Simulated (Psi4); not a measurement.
boric acid (H₃BO₃), singlet, at a GFN2-xTB geometry, with bond 7-4 at 1.3 times its length. Base run: M06-2X/STO-3G run with Psi4.

Geometry (Å):
```xyz
7

O     -1.1426    -0.7694    -0.0318
B     -0.0077    -0.0393    -0.0035
O     -0.1141     1.3222     0.1303
O      1.1704    -0.7048    -0.1098
H     -1.9345    -0.2386     0.0476
H      0.6966     1.8276     0.1490
H      2.2058    -0.0187    -0.0820
```
Charge 0, spin multiplicity 1.
All else is at Psi4's defaults (density fitting).
Base energy -248.94643 Eh.

The base run was repeated with changes; each row names its change, and settings that it needs were set with it.

| change | ΔE vs base (mEh) | SCF cycles | grid points | basis functions | outcome |
|---|---|---|---|---|---|
| base | 0.000 | 9 | 149922 | 23 | converged |
| dft_radial_scheme = multiexp | 0.003 | 9 | 157578 | 23 | converged |
| damping_percentage = 20 | 0.001 | 15 | 149922 | 23 | converged |
| puream = true | 0.000 | 9 | 149922 | 23 | converged |
| dft_radial_scheme = mura | 0.002 | 9 | 151736 | 23 | converged |
| dft_spherical_points = 434 | 0.000 | 8 | 215227 | 23 | converged |
| dft_radial_points = 99 | 0.003 | 9 | 197373 | 23 | converged |
| d_convergence = 1e-4 | 0.000 | 7 | 149922 | 23 | converged |
| cholesky_tolerance = 1e-6 (with scf_type cd) | 0.884 | 9 | 149922 | 23 | converged |
| basis_guess = true | 0.000 | 8 | 149922 | 23 | converged |
| guess = sap | 0.000 | 9 | 149922 | 23 | converged |
| soscf = true | - | - | - | 23 | stopped with an error |
| dft_spherical_points = 110 | 0.093 | 8 | 54733 | 23 | converged |

- soscf = true: ended with `Fatal Error: Vx: RKS does not support rotated V builds for MGGA's`
